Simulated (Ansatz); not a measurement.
Cost and result for the atomization energy of C₃H₉NZn, SMILES `[CH3][Zn][N](C)C` (14 atoms, 13 bonds).

```xyz
14

C     0.975    2.847   -0.245
Zn    0.354    1.029   -0.090
N    -0.235   -0.685    0.060
C     0.231   -1.610    1.054
C    -1.218   -1.271   -0.808
H     0.136    3.533   -0.382
H     1.653    2.960   -1.094
H     1.510    3.146    0.659
H     0.699   -2.502    0.603
H     0.976   -1.151    1.710
H    -0.588   -1.975    1.697
H    -0.821   -2.146   -1.352
H    -2.105   -1.620   -0.254
H    -1.566   -0.556   -1.559
```

The species carries charge 0 and has multiplicity 1. For Zn the d shell is correlated and the shells below it are frozen. Scalar relativity is left out up to krypton. Geometry: relaxed with PBE0-D4/def2-TZVP. It is one conformer, not always the lowest. Program: Ansatz. Hardware: A = 2 threads of a server CPU on a shared host; B = 2 threads of an AMD EPYC 7R13 on a shared host and a share of an NVIDIA H100 80 GB. Times are those of one run each, without the atoms' runs, and a repeat can differ threefold. Electronic energies, without spin–orbit coupling; frozen cores. CCSD(T)/CBS adds CCSD(T) − MP2 in def2-TZVPP to the MP2 limit, and its time is that of the two runs behind it. T1 = 0.014. With those shells the extrapolation isn't a true limit. B3LYP takes the VWN-RPA correlation (the form of Gaussian; ORCA's B3LYP/G).

CCSD(T)/CBS is a level of theory with its own doubt, some kJ/mol a heavy atom from the limit and from the frozen cores, so smaller differences don't rank the functionals.

```tsv
level	functions	wall time	atomization (kJ/mol)	difference from CCSD(T)/CBS	per bond
revPBE-D4/def2-TZVPP [A]	314	5.5 s	4859.2	-18.0	-1.4
BLYP-D4/def2-TZVPP [A]	314	5.5 s	4861.1	-16.1	-1.2
PBE-D4/def2-TZVPP (with forces) [A]	314	6.5 s	4972.3	95.1	7.3
CCSD(T)/def2-TZVPP [B]	314	10 s	4762.3	-114.9	-8.8
MP2/def2-QZVPP [B]	598	11 s	4886.5	9.3	0.7
BHLYP-D4/def2-TZVPP [A]	314	12 s	4757.0	-120.2	-9.2
r2SCAN-D4/def2-TZVPP (with forces) [A]	314	12 s	4895.1	17.9	1.4
r2SCANh-D4/def2-TZVPP [A]	314	14 s	4870.9	-6.3	-0.5
B3LYP-D4/def2-TZVPP (with forces) [A]	314	15 s	4881.3	4.1	0.3
B97M-V/def2-TZVPP [A]	314	20 s	4870.7	-6.5	-0.5
PBE-QIDH/def2-TZVPP [A]	314	21 s	4866.9	-10.3	-0.8
CCSD(T)/CBS(def2)	–	21 s	4877.2	0.0	0.0
CCSD(T)/def2-SVP [A]	132	31 s	4643.5	-233.7	-18.0
```

From r2SCAN to r2SCAN0 (25 % exact exchange), in def2-TZVPP and without D4, the atomization energy moves by −59.1 kJ/mol: exact exchange takes away binding that semilocal exchange gives to molecules. In def2-TZVPP, CCSD(T) changes the Hartree–Fock value by +1222.9 kJ/mol (the triples alone add +65.0 kJ/mol) and MP2 by +1277.9 kJ/mol; breaking electron pairs costs correlation energy, which Hartree–Fock lacks. The D4 term adds +38.2 kJ/mol with B3LYP and +20.1 kJ/mol with PBE0; it sums over pairs of atoms, weighted by their polarisabilities, and B3LYP, whose exchange is more repulsive, gets the larger term.
